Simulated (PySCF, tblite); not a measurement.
Isomers of C6H12FNSi2, one GFN2-xTB conformer each. Single-point energies are computed at PBE0/pcSseg-1 (PySCF, gas phase, no added dispersion term), electronic only.

```csv
SMILES,GFN2-xTB relative energy (kcal/mol)
C=C(F)C[Si@](C)([SiH3])CC#N,45.0
C=CCC1=C(F)[C@H]1N([SiH3])[SiH3],34.1
C=C(C)[Si@@H](C#N)C[C@@H](F)[SiH3],52.0
C=C[C@@H]1C=C(N([SiH3])[SiH3])[C@@H]1F,0.0
```

Conformers: `[CH2:1]=[C:2]([F:3])[CH2:4][Si@:5]([CH3:6])([SiH3:7])[CH2:8][C:9]#[N:10]` with C1–C2–C4–Si5 -112°, C2–C4–Si5–C6 67°, C4–Si5–C8–C9 63°; `[CH2:1]=[CH:2][CH2:3][C:4]1=[C:5]([F:6])[C@H:7]1[N:8]([SiH3:9])[SiH3:10]` with C1–C2–C3–C4 -124°, C2–C3–C4–C5 136°, C5–C7–N8–Si9 -10°; `[CH2:1]=[C:2]([CH3:3])[Si@@H:4]([C:5]#[N:6])[CH2:7][C@@H:8]([F:9])[SiH3:10]` with C1–C2–Si4–C5 145°, C2–Si4–C7–C8 61°, Si4–C7–C8–F9 56°; `[CH2:1]=[CH:2][C@@H:3]1[CH:4]=[C:5]([N:6]([SiH3:7])[SiH3:8])[C@@H:9]1[F:10]` with C1–C2–C3–C4 4°.

Q: What does PBE0/pcSseg-1 give for the same structures?

A: 
```
                                SMILES  PBE0/pcSseg-1 E (Eh)  PBE0/pcSseg-1 (kcal/mol)  GFN2-xTB (kcal/mol)  point group
           C=C(F)C[Si@](C)([SiH3])CC#N            -968.67245                       0.0                 45.0           C1
    C=C(C)[Si@@H](C#N)C[C@@H](F)[SiH3]            -968.65198                      12.8                 52.0           C1
C=C[C@@H]1C=C(N([SiH3])[SiH3])[C@@H]1F            -968.63209                      25.3                  0.0           C1
      C=CCC1=C(F)[C@H]1N([SiH3])[SiH3]            -968.57913                      58.6                 34.1           C1
```

GFN2-xTB puts C=C[C@@H]1C=C(N([SiH3])[SiH3])[C@@H]1F lowest instead; measured from each level's own lowest isomer, the values differ by up to 45.0 kcal/mol (C=C(F)C[Si@](C)([SiH3])CC#N: 45.0 against 0.0). As drawn, the lowest has a C≡N group, an Si–Si bond and an Si–C bond, which the highest lacks; the highest has a three-membered ring, which the lowest lacks.

Q: Which frontier levels, dipoles and rotational constants go with these structures?

A: 
```csv
SMILES,"HOMO (eV, PBE0/pcSseg-1)",LUMO (eV),dipole (D),"A, B, C (MHz)"
C=C(F)C[Si@](C)([SiH3])CC#N,-7.36,-0.18,4.76,"1134, 635.0, 598.5"
C=C(C)[Si@@H](C#N)C[C@@H](F)[SiH3],-8.00,-0.83,3.84,"1292, 525.0, 449.5"
C=C[C@@H]1C=C(N([SiH3])[SiH3])[C@@H]1F,-6.42,0.02,1.60,"1508, 677.9, 531.1"
C=CCC1=C(F)[C@H]1N([SiH3])[SiH3],-6.88,-0.15,1.66,"1148, 663.0, 465.7"
```

Q: What happens when harmonic zero-point energies from GFN2-xTB frequencies are added?

A: 
```tsv
SMILES	ZPE (kcal/mol)	electronic (kcal/mol)	with ZPE (kcal/mol)
C=C(F)C[Si@](C)([SiH3])CC#N	99.0	0.0	0.0
C=C(C)[Si@@H](C#N)C[C@@H](F)[SiH3]	98.3	12.8	12.1
C=C[C@@H]1C=C(N([SiH3])[SiH3])[C@@H]1F	96.7	25.3	23.0
C=CCC1=C(F)[C@H]1N([SiH3])[SiH3]	95.8	58.6	55.3
```

The zero-point energies span 3.2 kcal/mol. The order is unchanged.
